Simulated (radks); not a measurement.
Spherical quantum dot in the effective-mass picture: electrons in a parabolic well V = omega^2 r^2 / 2 with omega = 0.19, with a point charge +1 (a donor) at the centre, all in effective atomic units (hartree* = m*/eps^2 hartree, bohr* = eps/m* bohr), one dielectric constant everywhere. Calculated with a radial shooting solver with Libxc functionals: non-relativistic Kohn-Sham, LDA (Slater exchange, Perdew-Wang correlation), spin-polarised, spherical densities. Levels are named by radial order and angular momentum (1s, 1p, 1d, 2s, ...), and open shells are averaged over m.

N = 17, configuration 1s2 1p6 1d(up 5, down 2) 2s2. This is the lowest configuration that the search found. Occupied and some empty levels:

| level | occupation | eigenvalue (hartree*) | <r> (bohr*) |
|---|---|---|---|
| 1s up | 1 | 2.8952 | 3.133 |
| 1s down | 1 | 2.9007 | 2.940 |
| 1p up | 3 | 2.9915 | 5.678 |
| 1p down | 3 | 3.0053 | 5.661 |
| 2s up | 1 | 3.0143 | 4.885 |
| 2s down | 1 | 3.0242 | 5.045 |
| 1d up | 5 | 3.0623 | 6.266 |
| 1d down | 2 | 3.0767 | 6.281 |
| 1f up | 0 | 3.1460 | 6.715 |
| 1f down | 0 | 3.1599 | 6.744 |
| 2p up | 0 | 3.1979 | 5.590 |
| 2p down | 0 | 3.2065 | 5.592 |
| 1g up | 0 | 3.2410 | 7.101 |
| 1g down | 0 | 3.2541 | 7.136 |

Energy (hartree*): total 28.9108, kinetic 2.4930, external 6.2396, Hartree 23.329, exchange-correlation -3.1511.

Electron density:

| r (bohr*) | n(r) (e/bohr*^3) |
|---|---|
| 0.530 | 0.1480 |
| 1.12 | 0.05309 |
| 1.71 | 0.02214 |
| 2.30 | 0.01146 |
| 2.89 | 0.008242 |
| 3.48 | 0.008026 |
| 4.07 | 0.008875 |
| 4.66 | 0.009708 |
| 5.25 | 0.009862 |
| 5.84 | 0.009047 |
| 6.43 | 0.007365 |
| 7.02 | 0.005238 |
| 7.61 | 0.003214 |
| 8.20 | 0.001685 |
| 8.79 | 0.0007497 |
| 9.38 | 0.0002829 |
| 9.97 | 0.00009039 |
| 10.6 | 0.00002448 |
| 11.2 | 5.658e-06 |
| 11.7 | 1.115e-06 |
